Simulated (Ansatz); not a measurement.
Molecule: sum formula SiHF (charge 0, singlet). 
Geometry from a B3LYP-D3(BJ)/def2-TZVP (Ansatz, a first-principles code) optimisation:
```
Si
F 1 1.6199
H 1 1.5380 2 96.45
```
Charge 0, spin multiplicity 1.

Atomisation energy built up term by term with Ansatz (kcal/mol; UHF references for open shells; valence terms freeze the core; atomic spin-orbit terms are left out). CBS marks a two-point X^-3 extrapolation of the correlation energy; Hartree-Fock from the larger set (for Q and 5 zeta extrapolated as (X+1)exp(-9√X)).

The Hartree-Fock reference is unstable (checked in the largest basis), which strains HF and MP2. 

```json
[
 {"term": "Hartree-Fock", "basis": "CBS(cc-pV(Q+d)Z,cc-pV(5+d)Z)", "kcal/mol": "156.26"},
 {"term": "CCSD correlation", "basis": "CBS(cc-pV(Q+d)Z,cc-pV(5+d)Z)", "kcal/mol": "60.29"},
 {"term": "(T)", "basis": "CBS(cc-pV(Q+d)Z,cc-pV(5+d)Z)", "kcal/mol": "3.84"},
 {"term": "CCSDT - CCSD(T)", "basis": "cc-pV(D+d)Z", "kcal/mol": "0.05"},
 {"term": "core correlation", "basis": "cc-pwCVTZ", "kcal/mol": "0.16"},
 {"term": "scalar relativity (X2C)", "basis": "cc-pVTZ-DK against cc-pVTZ", "kcal/mol": "-0.40"},
 {"term": "sum: De", "basis": "", "kcal/mol": "220.2"}
]
```

(T) makes 1.7 % of the CCSD(T) atomisation energy; under 5 % is typical of single-reference molecules.
